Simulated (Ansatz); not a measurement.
Correlation energies of H4OSSi2, SMILES `[SiH3]O[Si]S` by basis set

```xyz
8

Si    0.8190   -1.1224   -0.3652
O    -0.1252    0.1172    0.1723
Si   -0.8655    0.6794    1.5337
S    -1.7871    2.4697    0.7540
H     2.0883   -0.5583   -0.8841
H     1.1061   -2.0690    0.7436
H     0.0982   -1.8275   -1.4522
H    -1.3337    2.3108   -0.5021
```

Total charge 0; spin multiplicity 1. The structure was optimised at the PBE0-D4/def2-TZVP level. It is one conformer, not always the lowest. Frozen core, restricted reference, Ansatz 0.2.0. CBS rows extrapolate triple and quadruple zeta.

```
      basis      HF (Eh)  MP2 corr.
   def2-SVP  -1052.29934   -0.49066
 def2-TZVPP  -1052.74804   -0.63481
 def2-QZVPP  -1052.78145   -0.68709
cc-pV(D+d)Z  -1052.68734   -0.49779
cc-pV(T+d)Z  -1052.76229   -0.63537
cc-pV(Q+d)Z  -1052.77940   -0.68670
```

Q: Estimate the CCSD correlation energy and the (T) correction in each basis where they were run (hartree).

A: 
```
      basis  CCSD corr.       (T)
   def2-SVP    -0.54138  -0.01493
 def2-TZVPP    -0.68303  -0.02839
 def2-QZVPP    -0.72752  -0.03251
  CBS(def2)    -0.76048  -0.03556
cc-pV(D+d)Z    -0.54995  -0.01573
cc-pV(T+d)Z    -0.68319  -0.02846
cc-pV(Q+d)Z    -0.72738  -0.03243
    CBS(cc)    -0.75883  -0.03525
```
